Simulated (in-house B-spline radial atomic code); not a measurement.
RPA and G0W0 for the europium ion Eu²⁺, [Xe] 4f7, highest spin, as one setting changes: the highest l of the empty states. Start: Hartree-Fock. A dash marks a level of low quasi-particle weight. Computed with an all-electron radial atomic-structure program (B-spline basis): all electrons, scalar-relativistic (spin-free one-electron X2C), finite nucleus, each spin shell either full or empty, empty states to the listed l with an (l + 1/2)⁻⁴ tail; G0W0 by contour deformation at full frequency.

Without the two-electron picture change, the correlation of inner shells comes somewhat too large for so heavy an element.

```tsv
highest l of the empty states	RPA summed (Eh)	RPA extrapolated (Eh)	G0W0 level (eV)
5	-4.2995	-4.8954	4f up -25.661
6	-4.5156	-4.8867	4f up -25.747
7	?	?	?
8	-4.6955	-4.8489	4f up -25.725
9	-4.7336	-4.8366	4f up -25.711
10	?	?	?
11	-4.7727	-4.8245	4f up -25.693
```

(1) What belongs in the row for 7?

(2) What belongs in the row for 10?

## Answers

(1) RPA summed (Eh): -4.6308; RPA extrapolated (Eh): -4.8663; G0W0 level (eV): 4f up -25.722.

(2) RPA summed (Eh): -4.7573; RPA extrapolated (Eh): -4.8292; G0W0 level (eV): 4f up -25.702.
